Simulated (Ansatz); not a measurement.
Ansatz (a quantum-chemistry and plane-wave program) input (wB97X-V/def2-TZVPD):

Ansatz 0.2 input:
```yaml
crystal:
  periodic: [false, false, false]
  atoms:
    - {symbol: V, position_ang: [0.29388572, -0.06698477, 0.35608021]}
    - {symbol: O, position_ang: [1.67436778, -0.66736525, -0.12726639]}
    - {symbol: O, position_ang: [-0.34353962, -0.97865716, 1.47962538]}
    - {symbol: Cl, position_ang: [-1.02388217, 0.86522524, -1.11815981]}
basis:
  gaussian:
    orbitals: def2-TZVPD
hamiltonian:
  xc: {name: wB97X-V}
magnetization: {spin_polarized: true, initial_magnetization: 2}
```

End of the output:

```
integrals: 0.15 GiB planned
1149 factors; their error is unknown
integrals: 0.18 GiB planned
241 factors; integrals over basis functions are off by at most 3.7e-5 eV
mean field: 1.64 GiB planned
mean field evaluation 1: about -42282.0445 eV, gradient 6.6e1 eV
mean field evaluation 2: about -42068.7053 eV, gradient 2.9e2 eV
mean field evaluation 4: about -42298.3826 eV, gradient 1.6e1 eV
mean field evaluation 8: about -42299.5942 eV, gradient 6.5e-1 eV
mean field evaluation 16: about -42299.7403 eV, gradient 3.9e-2 eV
mean field evaluation 32: about -42299.7403 eV, gradient 3.4e-4 eV
mean field -42299.74034501 eV, -1554.4867858854 hartree, gradient 2.5e-5 eV, S^2 2.049447; 5 other end points of the search recorded, 0 dependent functions left out
reference -42299.74034214 eV, -1554.4867857797 hartree; 29, 27 occupied and 145, 147 virtual orbitals, 1149 factors
Total energy: -42299.74034214 eV, -1554.4867857797 hartree
```

This state (charge 0, triplet) is run at the relaxed geometry of the species with charge 0 and multiplicity 1, and is a spin state other than that species' own.
